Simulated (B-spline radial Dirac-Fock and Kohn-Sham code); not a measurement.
**Ta⁶⁺: scattering cross sections and density moments**

System: tantalum as Ta⁶⁺ in the configuration [Xe] 4f13.

The run's input, task.json:

```json
{"items": [{
  "Z": 73,
  "q": 6,
  "cfg": [[1, 0, 2], [2, 0, 2], [2, 1, 6], [3, 0, 2], [3, 1, 6], [3, 2, 10], [4, 0, 2], [4, 1, 6], [4, 2, 10], [4, 3, 13], [5, 0, 2], [5, 1, 6]],
  "A": 181,
  "rrms": 5.3507,
  "do": ["scatter"],
  "s": [0.0, 0.1, 0.12, 0.15, 0.18, 0.22, 0.28, 0.34, 0.42, 0.52, 0.64, 0.78, 0.97, 1.19, 1.46, 1.8, 2.22, 2.73, 3.37, 4.15, 5.11, 6.29, 7.74],
  "pz": [0, 0.1, 0.2, 0.3, 0.4, 0.5, 0.6, 0.8, 1.0, 1.2, 1.4, 1.6, 1.8, 2.0, 2.5, 3.0, 4.0, 5.0, 7.0, 10.0, 15.0, 20.0, 30.0, 40.0, 60.0, 100.0],
  "hv_scatter": [1000, 2000, 8047.8, 30000, 50000, 100000, 500000, 1000000]
}]}
```

Command: `python xray_run.py task.json out`

These are calculated numbers from a radial finite-basis atomic code; the model is Dirac-Fock orbitals of the configuration average with a finite nucleus.

* Sum of ⟨r⟩: 30.39 bohr
* Sum of ⟨r²⟩: 24.33 bohr²
* Sum of ⟨1/r⟩: 530.49 per bohr
* Langevin diamagnetic susceptibility: -19.3 × 10⁻⁶ cm³/mol
* Lamb shielding (α²/3)Σ⟨1/r⟩: 9416 ppm

Coherent scattering is the Thomson cross section weighted by f₀², without anomalous dispersion; incoherent scattering is Klein-Nishina weighted by S. The Lamb formula is the non-relativistic shielding expression. Electron correlation is left out.

```tsv
hν (keV)	coherent (b)	incoherent (b)	incoherent per electron (b)
1	2935	0.3773	0.00563
2	2795	1.364	0.0204
8.0478	1559	9.209	0.137
30	352.3	22.82	0.341
50	164.3	26.59	0.397
100	53.14	27.95	0.417
500	2.789	18.92	0.282
1000	0.7240	14.02	0.209
```

Incoherent scattering overtakes coherent scattering between 100 and 500 keV.
